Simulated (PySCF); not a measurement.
## Polarisability and C₆ of Bi⁺ (bismuth, charge +1)

[Xe] 4f14 5d10 6s2 6p2, high-spin 3P determinant. Calculation: PySCF 2.14, in aug-cc-pV5Z-PP with ECP60MDF (8s8p6d4f3g2h, 139 functions); a scalar-relativistic core potential. Coupled (time-dependent) response in atomic units; α is the mean over directions.

```tsv
method	mean α (bohr³)	α xx, yy, zz	C₆ (like pair)	S(−4)
PBE	28.02	23.69, 30.18, 30.18	258.6	213.9
```

S(−4) is the Cauchy moment in α(ω) = α(0) + S(−4) ω² + …

Spin-orbit coupling is absent.

α(iu) at PBE:

```csv
u (hartree),α(iu) (bohr³)
0,28.02
0.0500,27.50
0.100,26.08
0.200,21.92
0.300,17.75
0.500,11.82
0.750,7.835
1.00,5.702
1.50,3.564
2.00,2.503
3.00,1.452
5.00,0.6606
```

A single London oscillator, α(iu) = α/(1 + u²/ω²), gives C₆ = (3/4) ω α². Matching the computed C₆ needs ω = 4 × 258.6 / (3 × 28.02²) = 0.439 hartree.

For an ion, C₆ is the dispersion term alone; charge-induced terms of lower order in 1/R come first.

The components differ because the open shell of this determinant is not spherical; for a pure term their mean is the scalar polarisability.

Energies and moments cover only the electrons outside the core potential. Spin-orbit coupling is strong in this species (close to jj coupling), so the high-spin LS determinant is a model state, not a physical level.
